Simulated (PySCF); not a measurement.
C2H9PSi, SMILES C[SiH](C)P. Atoms are numbered in the order given.

```xyz
13

Si    -0.3870     0.3856     0.2595
C      0.0079     1.7975    -0.9191
C     -1.8963    -0.5743    -0.3208
P      1.3260    -1.0910     0.4847
H     -0.6361     0.9359     1.6309
H      0.2173     1.4132    -1.9297
H      0.8891     2.3631    -0.5799
H     -0.8412     2.4966    -0.9877
H     -2.1371    -1.3906     0.3770
H     -1.7211    -1.0152    -1.3148
H     -2.7748     0.0863    -0.3926
H      1.5460    -1.1870    -0.9259
H      2.3164    -0.0744     0.6571
```

Geometry: PBE0-D3(BJ)/def2-SVP. One conformer was computed; it need not be the lowest.

Two levels are set side by side: PBE/pcSseg-1 (PySCF) and PBE0/pcSseg-1 (PySCF). GIAO shifts against PH3 (³¹P), TMS (²⁹Si), TMS (¹H), TMS (¹³C) at the same level; non-relativistic, no solvent, atoms listed together averaged. Differences are taken from unrounded values.

```tsv
quantity	PBE0
δ(²⁹Si) of Si1 (ppm)	-13.9
δ(³¹P) of P4 (ppm)	7.6
δ(¹H) of H5 (ppm)	4.73
```

What does PBE give, and how far is it from PBE0? (An estimate is asked for; the answer gives what the named calculation found.)


```json
[
 {"quantity": "δ(²⁹Si) of Si1 (ppm)", "PBE": "-13.5", "PBE minus PBE0": "0.4"},
 {"quantity": "δ(³¹P) of P4 (ppm)", "PBE": "15.2", "PBE minus PBE0": "7.6"},
 {"quantity": "δ(¹H) of H5 (ppm)", "PBE": "4.86", "PBE minus PBE0": "0.13"}
]
```

Rough cost on one machine, each run with all the roots and properties that it gave: PBE0 against PBE within a factor of 2.
